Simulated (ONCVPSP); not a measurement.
## C: ONCV pseudisation with PBEsol, scalar-relativistic reference atom.

- Element: carbon (C)
- Generator: ONCVPSP 4.0.1
- Type: optimised norm-conserving Vanderbilt (ONCV)
- Functional: PBEsol
- Relativity: scalar-relativistic
- Frozen core: [He]
- Valence charge: 4
- Reference configuration: 2s2 (charge +2)
- Partial waves: 2s: rc 1.10 bohr, ncon 3, nbas 6, qcut 6.8 1/bohr, 1 projector; p scattering state at 0.03 Ha: rc 1.10 bohr, ncon 3, nbas 6, qcut 6.9 1/bohr, 2 projectors, debl 2.1 Ha; d scattering state at 0.36 Ha: rc 1.00 bohr, ncon 5, nbas 9, qcut 9.4 1/bohr, 1 projector
- Local potential: polynomial inside 0.70 bohr (lpopt 5, dvloc0 2 Ha)
- Core correction: none

In the p channel the program set the typed energies aside and used 0.050, 2.150 Ha.

What the tests gave:

| Quantity | Value |
| --- | --- |
| Cutoffs needed | 20 Ha and 38 Ha (the cutoffs (Ha) at which the residual kinetic energy of the hardest occupied pseudo-wave falls to 1 and 0.1 mHa per electron) |
| Ghost test | no bound ghost flagged; no localised positive-energy state flagged |
| Largest excitation error | +149 meV (all-electron minus pseudo) for 2s2 2p2, out of 4 test configurations |

Generation and tests took about 2.6 s on one core of a shared server CPU.
